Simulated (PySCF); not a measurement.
**Dipole response of Te⁻ (tellurium, charge -1)**

[Kr] 4d10 5s2 5p5, 2P determinant. All numbers are calculated (PySCF 2.14, no relativity, point nucleus, in dyall-av2z (22s16p12d, 130 functions)). Coupled (time-dependent) response in atomic units; α is the mean over directions. A double-zeta set is small for polarisabilities.

```tsv
method	mean α (bohr³)	α xx, yy, zz	C₆ (like pair)	S(−4)
B97-3	66.64	54.36, 72.79, 72.79	969.7	1186
```

S(−4) is the Cauchy moment in α(ω) = α(0) + S(−4) ω² + …

Spin-orbit coupling is absent.

α(iu) at B97-3:

```tsv
u (hartree)	α(iu) (bohr³)
0	66.64
0.0500	63.90
0.100	57.53
0.200	43.61
0.300	32.57
0.500	18.80
0.750	10.57
1.00	6.650
1.50	3.298
2.00	1.968
3.00	0.9407
5.00	0.3713
```

For an ion, C₆ is the dispersion term alone; charge-induced terms of lower order in 1/R come first.

The components differ because the open shell of this determinant is not spherical; for a pure term their mean is the scalar polarisability.

A non-relativistic calculation at this Z misses sizeable relativistic shifts. The outer electron is barely bound at this level, so radii and moments hang on the diffuse functions.
